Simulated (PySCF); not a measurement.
**WOF₄ + H₂O → W(OH)₂ + 2 F₂**

Level: PBE0 in the def2-TZVP basis family, computed in PySCF with density fitting; scalar-relativistic core potentials for atoms from Rb on, none lighter, no spin–orbit coupling; open shells unrestricted.

```csv
species,state and structure,E (Eh),ZPE (kJ/mol),H(298 K) − H(0) (kJ/mol),S° (J/(mol K))
WOF₄,"singlet, C4v, W–F 1.848 Å (×4), W–O 1.671 Å; F–W–F 86.1° (×4), F–W–F 149.8° (×2), F–W–O 105.1° (×4)",-541.70478,33.9,20.2,341.2
H₂O,"singlet, C2v, O–H 0.960 Å (×2); H–O–H 105.1°",-76.37736,56.5,9.9,188.7
W(OH)₂,"triplet, D∞h, O–H 0.953 Å (×2), W–O 1.822 Å (×2)",-218.64109,69.3,16.0,300.2
F₂,"singlet, D∞h, F–F 1.376 Å",-199.40856,6.6,8.7,201.9
```

Task: What is the electronic reaction energy?

Result: At PBE0/def2-TZVP, ΔE = 1638.1 kJ/mol from the differences of the total energies times 2625.5, uphill. 

Task: Add zero-point, thermal and entropy terms for 298.15 K and 1 bar.

Result: ΔZPE = -7.9 and Δ[H(298) − H(0)] = 3.3 kJ/mol give ΔH° = 1633.5 kJ/mol. ΔS° = 174.1 J/(mol K), so ΔG° = 1633.5 − 298.15 × (0.1741) = 1582 kJ/mol.

Spin–orbit coupling can matter for WOF₄, W(OH)₂ and is left out. Open d or f shells are single determinants, so the state found may not be the ground state. Each species is the lowest minimum found with this bonding; other isomers or fragments can lie lower.
